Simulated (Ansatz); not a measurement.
`[CH3][SnH2][SiH2]O` + H₂Se → `[CH3][SnH2][SeH]` + silanol  (cleavage of the Sn–Si bond)

Gas-phase electronic energies from Ansatz, PBE0-D4/def2-TZVP geometries. CBS: MP2 limit from def2 TZ/QZ plus the TZ coupled-cluster correction, frozen cores. def2 core potentials past Kr. For Se, Sn outer-core shells are correlated without core-valence functions, which leaves a few kJ/mol of doubt a bond. Scalar relativity is left out up to krypton. Each species was taken in one conformer, which may not be the lowest.

`[CH3][SnH2][SiH2]O`:

Cartesian coordinates in Å:
```
C 1.629 -1.300 0.479
Sn 0.516 0.508 0.793
Si -1.730 0.481 -0.467
O -1.518 0.496 -2.110
H 1.072 -2.151 0.872
H 1.799 -1.450 -0.587
H 2.590 -1.238 0.989
H 1.467 1.830 0.249
H 0.269 0.723 2.475
H -2.471 -0.774 -0.184
H -2.571 1.631 -0.022
H -1.051 1.243 -2.485
```

H₂Se:

```xyz
3

Se    0.358    0.576   -0.093
H    -1.055    0.275    0.159
H     0.697   -0.851   -0.066
```

`[CH3][SnH2][SeH]`:

Cartesian coordinates in Å:
```
C -0.428 -1.277 -0.349
Sn -0.103 0.834 -0.358
Se 0.575 1.596 1.968
H -1.196 -1.521 0.384
H 0.497 -1.788 -0.080
H -0.748 -1.611 -1.337
H 1.126 1.262 -1.467
H -1.537 1.700 -0.686
H 1.813 0.806 1.925
```

`O[SiH3]`:

Z-matrix (Å, degrees):
```
Si
O 1 1.648
H 1 1.489 2 111.7
H 1 1.489 2 111.7 3 120.9
H 1 1.481 2 105.9 3 -119.6
H 2 0.957 1 117.9 3 -60.5
```

```csv
species,CCSD(T)/CBS(def2) energy (Eh)
`[CH3][SnH2][SiH2]O`,-621.17928
H₂Se,-2401.89790
`[CH3][SnH2][SeH]`,-2656.41290
`O[SiH3]`,-366.69042
```

**Question.** Work out ΔE.

**Answer.** ΔE = (-2656.41290) + (-366.69042) − (-621.17928) − (-2401.89790) = -0.02614 Eh = -16.4 kcal/mol.

Largest T1 diagnostic among the species: 0.012.

From PBE to PBE0 (25 % exact exchange), in def2-TZVPP and without D4, ΔE moves by −1.3 kcal/mol. In def2-TZVPP, CCSD(T) changes the Hartree–Fock value by +4.6 kcal/mol (the triples alone add +0.3 kcal/mol) and MP2 by +2.9 kcal/mol.
